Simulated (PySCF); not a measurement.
# Energy of Fe²⁺ (iron, charge +2) between two integer charges

The 3d beta orbital of [Ar] 3d6 is emptied in steps (occupation f), with all orbitals relaxed, ending at [Ar] 3d5. Computed with PySCF 2.14 in def2-SVP, with no relativity, point nucleus. The exact energy is a straight line in f; departures are measured from the line between the end points of the same method.

| f | BHandHLYP (eV) | wB97X (eV) | M06-2X (eV) |
| --- | --- | --- | --- |
| 1 | 0.000 | 0.000 | 0.000 |
| 0.9 | -0.276 | -0.277 | -0.274 |
| 0.7 | -0.652 | -0.654 | -0.647 |
| 0.5 | -0.787 | -0.789 | -0.782 |
| 0.3 | -0.672 | -0.671 | -0.669 |
| 0.1 | -0.293 | -0.289 | -0.294 |
| 0 | 0.000 | 0.000 | 0.000 |

Question: For wB97X, how does the orbital energy at f = 1 compare with the removal energy?

Answer: −ε = 28.292 eV against a total-energy difference of 31.347 eV. By Janak's theorem ε = ∂E/∂f, so the gap between them reflects the curvature. Along the path −ε is 28.869 (f = 0.9), 30.058 (f = 0.7), 31.297 (f = 0.5), 32.589 (f = 0.3), 33.919 (f = 0.1) eV.

```
   method  E(f=0) − E(f=1) (eV)  −ε at f=1 (eV)  −ε at f=0.5 (eV)
BHandHLYP                31.133          28.093            31.076
    wB97X                31.347          28.292            31.297
   M06-2X                31.169          28.149            31.107
```

Reference removal energy between the ground levels: 30.651 ± 0.012 eV (measured; NIST Atomic Spectra Database, ionization energies). The calculation has no spin-orbit coupling. The determinant left behind need not be the lowest term of the ion.
